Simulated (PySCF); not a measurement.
## Interval between two levels of Ni²⁺ by level of theory

Ni²⁺ [Ar] 3d8 [3F4, M_J = 4] → Ni²⁺ [Ar] 3d7 4p1 [5G6, M_J = 6], as a difference of total energies. All numbers are calculated (PySCF 2.14, the two-component X2C-1e Hamiltonian, in x2c-TZVPall-2c (6s7p4d1f, 54 functions)). Correlated levels: [Ne] frozen; the 6 highest virtual spinors dropped. "Screened" scales the spin-orbit matrix elements by Boettger's factors to mimic the two-electron term; Breit and QED terms are absent.

```tsv
method	interval between two levels (cm⁻¹)
GHF (spin-free)	96961
GMP2 (spin-free)	112730
GHF (screened spin-orbit)	97212
GMP2 (screened spin-orbit)	113010
```

The labels give the starting determinants; with spin-orbit coupling the two ends relaxed to ⟨J²⟩ = 20.01, ⟨L²⟩ = 12.01, ⟨S²⟩ = 2.00 and ⟨J²⟩ = 42.00, ⟨L²⟩ = 20.03, ⟨S²⟩ = 5.99.
